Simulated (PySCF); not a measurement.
# Nuclear quadrupole coupling in BH2Ph

Species: BH2Ph, C₆H₇B.
Z-matrix (Å and degrees, PBE0-D3(BJ)/def2-SVP geometry), rows numbered from 1:
```
B 
H   1  1.2104
H   1  1.2104  2  119.30
C   1  1.5394  2  120.35  3  -179.89
C   4  1.4103  1  121.12  2     0.35
C   5  1.3910  4  121.31  1   179.75
C   6  1.3963  5  119.63  4     0.03
C   7  1.3962  6  120.38  5    -0.01
C   8  1.3910  7  119.63  6    -0.03
H   5  1.0935  4  118.90  1    -0.26
H   6  1.0927  5  120.36  4  -179.97
H   7  1.0933  6  119.81  5  -180.00
H   8  1.0926  7  120.00  6  -180.00
H   9  1.0935  4  118.91  1     0.22
```

Field gradients from the PBE0/pcSseg-1 density (PySCF, non-relativistic), principal values in atomic units, ordered |Vxx| ≤ |Vyy| ≤ |Vzz|:

| atom | Vxx | Vyy | Vzz |
| --- | --- | --- | --- |
| B1 | -0.2826 | -0.3036 | 0.5862 |

Q: Find the asymmetry η = (Vxx − Vyy)/Vzz and the couplings χ = eQV/h (234.96 MHz × Q in barn × V in au), with Q(11B) = 0.04059 b.

A: 
| atom | environment | nucleus | η | χzz (MHz) | χxx (MHz) | χyy (MHz) |
| --- | --- | --- | --- | --- | --- | --- |
| B1 | boron bonded to C and 2 H | 11B | 0.04 | 5.59 | -2.70 | -2.90 |

The gradient is axial or nearly so (η below 0.05) at B1. The tensor is traceless: Vxx + Vyy + Vzz = 0.

Q: What is Vzz at B1 in SI units (1 au = 9.71736 × 10²¹ V/m²)?

A: 0.5862 au = 5.696 × 10²¹ V/m².

Q: What couplings would deuterons (Q(2H) = 0.00286 b) have in place of the hydrogens, at this geometry?

A: 
```tsv
atom	bonded to	bond length (Å)	Vzz (au)	η	χzz (kHz)
H2	B1	1.210	0.1992	0.11	134
H3	B1	1.210	0.1992	0.11	134
H10	C5	1.094	0.2999	0.05	202
H11	C6	1.093	0.3035	0.07	204
H12	C7	1.093	0.3015	0.05	203
H13	C8	1.093	0.3035	0.07	204
H14	C9	1.093	0.3000	0.05	202
```

Isolated species at its PBE0-D3(BJ)/def2-SVP geometry (one conformer only). A larger basis could move these couplings by a tenth or more.
